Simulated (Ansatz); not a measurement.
Calculated with Ansatz (gas phase, PBE0-D4/def2-TZVP geometries, no zero-point term in ΔE). CCSD(T)/CBS is the MP2 limit (def2-TZVPP, def2-QZVPP) plus CCSD(T) − MP2 in def2-TZVPP, frozen cores. This one scheme is used for every species. For Ge outer-core shells are correlated without core-valence functions, which leaves a few kJ/mol of doubt a bond. Scalar relativity is left out up to krypton. Each species was taken in one conformer, which may not be the lowest.

Consider the ligand exchange at a Ge–S bond: `[CH3][Ge]([NH2])([F])[SH]` + H–F → `[CH3][Ge]([NH2])([F])[F]` + H₂S.

```
                    species  MP2/CBS(def2) energy (Eh)
`[CH3][Ge]([NH2])([F])[SH]`                -2670.07212
                        H–F                 -100.38702
 `[CH3][Ge]([NH2])([F])[F]`                -2371.52666
                        H₂S                 -398.94045
```

**Question.** Work out ΔE.

**Answer.** ΔE = (-2371.52666) + (-398.94045) − (-2670.07212) − (-100.38702) = -0.00797 Eh = -5.0 kcal/mol. CCSD(T)/CBS gives -6.5 kcal/mol.

Largest T1 diagnostic among the species: 0.011.

The D4 term adds +2.2 kcal/mol with B3LYP and +1.2 kcal/mol with PBE0; it sums over pairs of atoms, weighted by their polarisabilities, and B3LYP, whose exchange is more repulsive, gets the larger term. In def2-TZVPP, CCSD(T) changes the Hartree–Fock value by +5.0 kcal/mol (the triples alone add +0.8 kcal/mol) and MP2 by +6.5 kcal/mol.

B3LYP here is the variant with VWN-RPA as its local correlation; programs differ in this.
